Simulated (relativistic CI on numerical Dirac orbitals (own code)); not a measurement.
**d4 in a ligand field**

Computed with a parametric ligand-field model of a d^n configuration (Racah B and C, spin-orbit zeta, crystal field), exact diagonalisation.

Field parameters in Wybourne normalisation: Oh B⁴₀ = 21Dq, B⁴₄ = √(5/14) B⁴₀. The field is a parameter set, without covalency.

(1) Ground term and bands for B = 710, C = 2920, ζ = 0 cm⁻¹, Oh, 10Dq = 27690 cm⁻¹?

(2) Ground term and bands for B = 710, C = 2920, ζ = 0 cm⁻¹, Oh, 10Dq = 26270 cm⁻¹?

(3) Ground term and bands for B = 710, C = 2920, ζ = 0 cm⁻¹, Oh, 10Dq = 24850 cm⁻¹?

(4) Ground term and bands for B = 710, C = 2920, ζ = 0 cm⁻¹, Oh, 10Dq = 4970 cm⁻¹?

(5) Ground term and bands for B = 710, C = 2920, ζ = 0 cm⁻¹, Oh, 10Dq = 31950 cm⁻¹?

## Answers

(1) Ground term 3T1 with 0.02 electrons in the two orbitals of the cubic e set. Spin-allowed: 3E 24989 cm⁻¹ (400 nm), 3T1 25718 cm⁻¹ (389 nm), 3T2 26523 cm⁻¹ (377 nm), 3A1 27765 cm⁻¹ (360 nm). Lowest spin-forbidden: 1T2 8628 cm⁻¹ (1159 nm), 1E 9619 cm⁻¹ (1040 nm), 5E 9695 cm⁻¹ (1031 nm).

(2) Ground term 3T1 with 0.02 electrons in the two orbitals of the cubic e set. Spin-allowed: 3E 23598 cm⁻¹ (424 nm), 3T1 24329 cm⁻¹ (411 nm), 3T2 25128 cm⁻¹ (398 nm), 3A1 26378 cm⁻¹ (379 nm). Lowest spin-forbidden: 5E 8308 cm⁻¹ (1204 nm), 1T2 8587 cm⁻¹ (1165 nm), 1E 9589 cm⁻¹ (1043 nm).

(3) Ground term 3T1 with 0.03 electrons in the two orbitals of the cubic e set. Spin-allowed: 3E 22209 cm⁻¹ (450 nm), 3T1 22942 cm⁻¹ (436 nm), 3T2 23735 cm⁻¹ (421 nm), 3A1 24995 cm⁻¹ (400 nm). Lowest spin-forbidden: 5E 6925 cm⁻¹ (1444 nm), 1T2 8543 cm⁻¹ (1171 nm), 1E 9556 cm⁻¹ (1046 nm).

(4) Ground term 5E with 1.00 electrons in the two orbitals of the cubic e set. Spin-allowed: 5T2 4970 cm⁻¹ (2012 nm). Lowest spin-forbidden: 3T1 11664 cm⁻¹ (857 nm), 3E 15014 cm⁻¹ (666 nm), 3T1 15938 cm⁻¹ (627 nm).

(5) Ground term 3T1 with 0.02 electrons in the two orbitals of the cubic e set. Spin-allowed: 3E 29174 cm⁻¹ (343 nm), 3T1 29899 cm⁻¹ (334 nm), 3T2 30718 cm⁻¹ (326 nm), 3A1 31938 cm⁻¹ (313 nm). Lowest spin-forbidden: 1T2 8740 cm⁻¹ (1144 nm), 1E 9692 cm⁻¹ (1032 nm), 5E 13868 cm⁻¹ (721 nm).
